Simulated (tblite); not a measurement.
C₈H₉O₂P.
Bonds: C1–O2, O2–C3, C3–O4 (double), C3–C5, C5–C6 (aromatic), C6–C7 (aromatic), C7–C8 (aromatic), C8–C9, C8–C10 (aromatic), C10–P11 (aromatic), C5–P11 (aromatic). Hydrogens: H12, H13, H14 on C1; H15 on C6; H16 on C7; H17, H18, H19 on C9; H20 on C10.

Computed with GFN2-xTB (tblite), gas phase: L-BFGS steps from a force-field or distance-geometry start until the largest atomic force falls under 0.01 eV/Å.

At the end of the run (lengths in Å): C5–P11 1.744, C10–P11 1.735, C3–C5 1.470, C1–O2 1.416, C7–H16 1.081, C6–C7 1.379, C10–H20 1.084, C3–C5–P11 115.4°, C6–C5–P11 125.4°, O2–C3–C5 109.8°, O4–C3–C5 126.6°, C1–O2–C3–O4 0°, O2–C3–C5–C6 180°.

Problem. These geometries were met on the way; a selection of coordinates is given. Order them by energy above the end point, lowest first.
A. C5–P11 1.750, C10–P11 1.743, C3–C5 1.500, C1–O2 1.422, C7–H16 1.085, C6–C7 1.384, C10–H20 1.100, C3–C5–P11 122.5°, C6–C5–P11 121.5°, O2–C3–C5 113.9°, O4–C3–C5 124.6°, C1–O2–C3–O4 0°, O2–C3–C5–C6 180°
B. C5–P11 1.745, C10–P11 1.742, C3–C5 1.482, C1–O2 1.428, C7–H16 1.075, C6–C7 1.379, C10–H20 1.082, C3–C5–P11 120.6°, C6–C5–P11 122.6°, O2–C3–C5 114.1°, O4–C3–C5 123.1°, C1–O2–C3–O4 0°, O2–C3–C5–C6 180°
C. C5–P11 1.810, C10–P11 1.782, C3–C5 1.502, C1–O2 1.426, C7–H16 1.097, C6–C7 1.391, C10–H20 1.104, C3–C5–P11 122.6°, C6–C5–P11 120.8°, O2–C3–C5 112.1°, O4–C3–C5 123.8°, C1–O2–C3–O4 1°, O2–C3–C5–C6 180°
D. C5–P11 1.858, C10–P11 1.836, C3–C5 1.501, C1–O2 1.443, C7–H16 1.108, C6–C7 1.404, C10–H20 1.081, C3–C5–P11 121.8°, C6–C5–P11 120.7°, O2–C3–C5 110.9°, O4–C3–C5 122.8°, C1–O2–C3–O4 1°, O2–C3–C5–C6 180°
E. C5–P11 1.742, C10–P11 1.741, C3–C5 1.474, C1–O2 1.422, C7–H16 1.085, C6–C7 1.376, C10–H20 1.084, C3–C5–P11 119.5°, C6–C5–P11 124.9°, O2–C3–C5 113.2°, O4–C3–C5 124.5°, C1–O2–C3–O4 0°, O2–C3–C5–C6 180°

Solution. E (0.044 eV), B (0.078 eV), A (0.143 eV), C (0.263 eV), D (0.486 eV).

```tsv
step	E above end (eV)	rms distance from the end, all atoms (Å)	largest force (eV/Å)	rms shift of all bonds from the end (Å)
12	0.044	0.125	0.167	0.003
7	0.078	0.146	0.250	0.005
3	0.143	0.159	0.777	0.009
1	0.263	0.165	1.402	0.022
0	0.486	0.168	2.703	0.037
```

Rows stand in the order of the answer.
